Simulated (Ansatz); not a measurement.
GeMe(OMe)3 (C₄H₁₂GeO₃). The state is a singlet with charge 0. Geometry PBE-D4/def2-SVP, basis def2-TZVP, Ansatz.

```xyz
20

Ge    0.425   -0.411    0.394
C     1.114   -1.257    1.994
H     0.415   -2.043    2.335
H     1.247   -0.499    2.789
H     2.092   -1.719    1.755
O     0.919    1.317    0.459
C     0.690    2.158   -0.659
H     0.827    3.213   -0.338
H    -0.341    2.058   -1.071
H     1.410    1.960   -1.487
O    -1.362   -0.451    0.160
C    -2.199    0.241    1.069
H    -2.212   -0.228    2.082
H    -3.237    0.216    0.677
H    -1.907    1.310    1.197
O     1.048   -1.255   -1.050
C     0.395   -1.162   -2.308
H     0.697   -2.039   -2.919
H     0.692   -0.243   -2.865
H    -0.713   -1.166   -2.214
```

| run | HOMO (eV) | LUMO (eV) |
| --- | --- | --- |
| A | -7.72 | 0.50 |
| B | -7.96 | 0.80 |
| C | -6.47 | -0.06 |
| D | -6.12 | -0.49 |
| E | -10.50 | 2.76 |
| F | -6.60 | -0.28 |

LC-ωPBE has ω = 0.4 bohr⁻¹.

Task: The runs used B97M-V, LC-ωPBE, PBE, PBE0, r2SCAN, r2SCAN0. Estimate which is which.

Result: A PBE0 (25 % exact exchange); B r2SCAN0 (25 % exact exchange); C r2SCAN (0 % exact exchange); D PBE (0 % exact exchange); E LC-ωPBE (range-separated); F B97M-V (0 % exact exchange). Exact exchange lowers occupied and raises empty levels; among semilocal functionals meta-GGAs tend to open the gap a little, and such runs are hard to tell apart. The gap grows from 5.63 eV (PBE) to 13.26 eV (LC-ωPBE).
